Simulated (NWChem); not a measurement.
System: CH₆BP; SMILES B(P)C

The following NWChem deck was run.

```
start job
memory heap 200 mb stack 900 mb global 1100 mb
geometry units angstroms noautosym nocenter noautoz
  B     -0.602695    -0.553848     0.015808
  H     -1.818153    -0.651391    -0.034739
  C      0.286747    -1.842218    -0.044058
  H      0.057855    -2.446554     0.864341
  H      1.381808    -1.681007    -0.080841
  H     -0.015022    -2.493048    -0.893900
  P      0.084873     1.199292    -0.059191
  H      1.261767     1.135206     0.755859
  H     -0.771401     1.925988     0.827451
end
basis spherical
  * library def2-svp
end
dft
  xc xcamb88 1.00 lyp 0.81 vwn_5 0.19 hfexch 1.00
  cam 0.33 cam_alpha 0.19 cam_beta 0.46
  iterations 150
end
property
  efieldgrad
end
task dft property
```

Geometry: optimised at PBE-D3(BJ)/def2-SVP.

Vzz is the largest principal value of the second derivative of the potential at the nucleus (NWChem prints the opposite sign); η is the asymmetry. Non-relativistic.

Atoms are numbered as in the input.

### Question
What results follow from this input? (CAM-B3LYP/def2-SVP.) Quantities: Vzz B1 (a.u.); η B1.

### Answer
The vzz B1 (a.u.) is 0.506 and the η B1 is 0.14.
